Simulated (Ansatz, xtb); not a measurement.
# Isomers of C3H10OSi2 in order of energy

6 gas-phase structures of C3H10OSi2, from a drawn sample of its isomers (lower ones may exist). Each was relaxed with GFN2-xTB:

A. `[SiH3][C@@H]1CO[C@H]1[SiH3]`, a singlet
B. `[SiH3][C@@H]1C[C@H]([SiH3])O1`, a singlet
C. `[SiH3]C1([SiH3])CCO1`, a singlet
D. `[SiH3][C@@H]1CO[C@@H]1[SiH3]`, a singlet
E. `[SiH3][C@@H]1C[C@@H]([SiH3])O1`, a singlet
F. `[SiH3]C1([SiH3])COC1`, a singlet

Problem. Estimate their order in r2SCAN-D4/def2-SVP//GFN2-xTB energy at these geometries, lowest first.

Solution. Calculated order at r2SCAN-D4/def2-SVP//GFN2-xTB: F (0.0), C (2.8), A (3.2), D (4.1), E (4.7), B (4.9) kcal/mol. Less than 1 kcal/mol parts C and A; A and D; D and E; E and B, so the order within those pairs means little.

Energies above the lowest of each column, in kcal/mol; the last columns are at r2SCAN-D4/def2-SVP geometries:

```
structure  GFN2-xTB  HF/STO-3G  r2SCAN-D4/def2-SVP//GFN2-xTB  r2SCAN-D4/def2-SVP  CCSD(T)/def2-SVP + ΔMP2/def2-TZVPP
        F       1.9        1.4                           0.0                 0.0                                 0.0
        C       0.3        3.2                           2.8                 2.7                                 3.7
        A       0.1        0.3                           3.2                 3.2                                 3.7
        D       1.7        1.9                           4.1                 4.1                                 5.1
        E       0.0        0.6                           4.7                 4.7                                 5.6
        B       0.2        0.0                           4.9                 5.0                                 5.7
```

CCSD(T)/def2-SVP + ΔMP2/def2-TZVPP puts F lowest; GFN2-xTB picks E, HF/STO-3G picks B. CCSD(T)/def2-SVP + ΔMP2/def2-TZVPP orders those it was run on as F (0.0), A (3.7), C (3.7), D (5.1), E (5.6), B (5.7) kcal/mol. Less than 1 kcal/mol parts A and C; D and E; E and B, so the order within those pairs means little. ΔMP2 is the change of the MP2 energy from the smaller to the larger basis.

Over these structures GFN2-xTB departs from r2SCAN-D4/def2-SVP//GFN2-xTB by 1.6 kcal/mol on average once a common shift is removed. A GFN2-xTB relaxation took about 0.095 s and the r2SCAN-D4/def2-SVP//GFN2-xTB energy about 4.2 s on a shared host (Ansatz 0.2.0, xtb 6.7.1).
